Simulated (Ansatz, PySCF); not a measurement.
Species: B$_{2}$H$_{4}$, net charge 0, singlet state. 
Geometry from a B3LYP-D3(BJ)/def2-TZVP (Ansatz, a program for electronic structure) optimisation:
SMILES: BB
```xyz
6

B      0.0005     0.0106     0.8133
B     -0.0005    -0.0106    -0.8133
H      1.0141     0.0110     1.4491
H     -1.0125     0.0267     1.4501
H      0.0070     0.9944    -1.4628
H     -0.0087    -1.0321    -1.4364
```
Charge 0, spin multiplicity 1.

Property: atomisation energy (electronic, to ground-state atoms), in kcal/mol. Valence correlation only, unless marked. UHF or UKS for open shells. No spin-orbit coupling. No relativistic terms. The coupled-cluster limit lacks core correlation, which all-electron functionals hold. Basis-set limits of correlation are two-point, X^-3; Hartree-Fock from the larger set.

```csv
level,program,atomisation energy (kcal/mol)
HF-D4/def2-TZVPD,PySCF + dftd4,?
PBE/def2-TZVPD,Ansatz,?
CCSD/aug-cc-pVDZ,Ansatz,419.6
"CCSD(T)/CBS(def2-TZVPPD,def2-QZVPPD)",Ansatz,447.8
```

### Question
Some entries are withheld; supply them.

### Answer

- HF-D4/def2-TZVPD, atomisation energy (kcal/mol): 373.4
- PBE/def2-TZVPD, atomisation energy (kcal/mol): 454.2
